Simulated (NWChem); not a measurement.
Species: C₂H₅FOSi; SMILES F/C=C/O[SiH3]

```xyz
10

F      0.3450     2.8676    -0.0172
C     -0.3606     1.7417    -0.1161
C      0.1852     0.5634     0.1847
O     -0.5316    -0.5819     0.1257
Si     0.1043    -2.1248    -0.0484
H     -1.3932     1.8759    -0.4479
H      1.2307     0.5115     0.5173
H     -1.0216    -3.0566     0.2142
H      1.2074    -2.3226     0.9406
H      0.6424    -2.3257    -1.4267
```
Atoms are numbered in this order, from 1.

Results from NWChem. Coordinates come from a PBE0/def2-SVP optimisation. Vzz is the largest principal value of the second derivative of the potential at the nucleus (NWChem prints the opposite sign); η is the asymmetry. Non-relativistic.

For level Hartree-Fock/cc-pVTZ:

```
Item           Value
-------------  -----
Vzz O4 (a.u.)  1.665
```

How do the values read with level CAM-B3LYP/def2-SVP instead?


| Property | Result |
|---|---|
| Vzz O4 (a.u.) | 1.566 |
